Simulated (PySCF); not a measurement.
Question: Write Cartesian coordinates for InChI=1S/GeH8SSi2/c1-3-4-2/h2H,3-4H2,1H3 as optimised with PBE0-D3(BJ)/def2-SVP.

Answer: 
```xyz
12
GeH8SSi2 angstrom
S      2.584   -0.969    0.347
Si     1.496    0.848    0.755
Si    -0.348    0.971   -0.683
Ge    -1.704   -0.958   -0.330
H      1.510   -1.783    0.454
H      2.488    1.936    0.510
H      1.045    0.922    2.180
H     -1.163    2.200   -0.416
H      0.129    1.000   -2.100
H     -0.895   -2.231   -0.645
H     -2.143   -1.021    1.145
H     -2.957   -0.942   -1.224
```

Any rigid rotation of these coordinates is as good. Atoms count from 1 in this order. Ge4 (germanium bonded to Si and 3 H) is tetrahedral (angles from 108.1° to 111.6°). S1 (sulfur bonded to Si and H) is bent (angle 95.3°). Si2 (SiH2 silicon) is distorted tetrahedral (angles from 104.4° to 112.6°). Si3 (SiH2 silicon) is tetrahedral (angles from 108.3° to 111.2°).

Bonds between heavy atoms (Å): S1–Si2 2.156, Si2–Si3 2.343, Si3–Ge4 2.384.

The calculation used PBE0-D3(BJ)/def2-SVP geometry optimisation, gas phase (PySCF 2.14.0).

Point group: C1 (no symmetry element, even within 0.4 Å). No frequency check. The numbers are those of one conformer (H–S1–Si2–Si3 -52°, S1–Si2–Si3–Ge4 58°).
